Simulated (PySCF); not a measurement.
## Vertical excitation energies

C₄H₇NSi.
SMILES: `N#C[SiH]1CCC1`

Computed, not measured: TDDFT B3LYP/def2-SVPD, vertical, gas phase, core orbitals frozen in the response in PySCF 2.14.0, density-fitted response routines. One conformer (not necessarily the lowest) at the PBE0-D3(BJ)/def2-SVP geometry, without solvent, vibrations or thermal averaging.

**Question.** Predict the UV-vis stick spectrum at this level.

**Answer.** 

```
state  E (eV)  λ (nm)       f  |μ| (D)  symmetry  main configurations (H = HOMO, L = LUMO)
   S1    6.15   201.7  0.0047     0.45        A″                                 H→L (95%)
   S2    6.57   188.6   0.040     1.27        A′                  H-1→L (58%), H→L+1 (35%)
   S3    6.83   181.6   0.012     0.68        A″                             H-1→L+1 (84%)
   S4    7.05   175.9  0.0003     0.11         –                               H-3→L (80%)
   S5    7.06   175.6   0.143     2.31        A′                  H→L+1 (58%), H-1→L (32%)
   S6    7.43   166.8  0.0052     0.43        A″                   H-2→L (80%), H-3→L (9%)
```

The lowest singlet comes at 202 nm (593 kJ/mol) in the ultraviolet; it is very weak; its leading configuration is HOMO→LUMO (95%). The most intense listed level is S5 at 7.06 eV (176 nm, f = 0.143), 0.91 eV above S1. Löwdin shares by element: HOMO carbon 48% or more, silicon 17% (atoms not listed hold the other 35%); LUMO carbon 32% or more, silicon 24%, nitrogen 24% (atoms not listed hold the other 19%). Weighted by f, the mean energy of these states is 6.94 eV. The listed states span 1.29 eV, and the widest gap between neighbours is 0.43 eV (S1 to S2). The oscillator strengths of these states sum to 0.205; summed over the whole spectrum of an exact calculation they would give the number of electrons, 52 (Thomas–Reiche–Kuhn). Symmetry labels in Cs follow from the direction of the transition dipole and are given only for states with f of 0.002 or more. Singlets were solved by full linear response.
